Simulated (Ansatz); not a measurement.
Total energies of CH7GaSi, SMILES `[CH3][GaH][SiH3]`.

| atom | x (Å) | y (Å) | z (Å) |
| --- | --- | --- | --- |
| C1 | 1.276 | -0.004 | -1.412 |
| Ga2 | 0.284 | 0.818 | 0.080 |
| Si3 | -1.382 | -0.439 | 1.302 |
| H4 | 0.916 | -1.001 | -1.668 |
| H5 | 2.335 | -0.076 | -1.143 |
| H6 | 1.217 | 0.633 | -2.298 |
| H7 | 0.616 | 2.313 | 0.460 |
| H8 | -0.771 | -1.666 | 1.893 |
| H9 | -2.029 | 0.320 | 2.408 |
| H10 | -2.461 | -0.898 | 0.379 |

The species carries charge 0 and has multiplicity 1. Correlated methods include outer-core shells of Ga, which these sets cover unevenly. Scalar relativity is left out up to krypton. The geometry is a stationary point of PBE0-D4/def2-TZVP. Basis def2-TZVPP, the Gaussian-basis code of Ansatz.

RPA on PBE orbitals: Hartree–Fock energy of these orbitals -2254.08049 Eh, correlation -0.95665 Eh (frozen core).

```csv
functional,energy without D4 (Eh),D4 term (kJ/mol)
LDA (SPW92),-2252.05036,–
PBE,-2256.15935,-17.4
revPBE,-2256.45919,-47.5
BLYP,-2256.70272,-37.2
r2SCAN,-2256.60523,-4.2
B97M-V,-2256.23189,–
PBE0,-2256.24132,-14.8
B3LYP,-2256.75471,-28.2
r2SCANh,-2256.59190,-4.5
r2SCAN0,-2256.57320,-5.0
HSE06 (plane-wave form),-2256.23073,-14.0
BHLYP,-2256.61755,-24.1
CAM-B3LYP,-2256.76859,-15.3
LC-ωPBE,-2256.31075,–
ωB97X-V,-2256.43792,–
ωB97M-V,-2256.50184,–
B2PLYP,-2256.13899,–
PBE-QIDH,-2255.81328,–
```

B3LYP takes the VWN-RPA correlation (the form of Gaussian; ORCA's B3LYP/G). HSE06 is the plane-wave form, built on full-range PBE exchange. The double hybrids freeze the cores in their second-order part.

LC-ωPBE has ω = 0.4 bohr⁻¹.
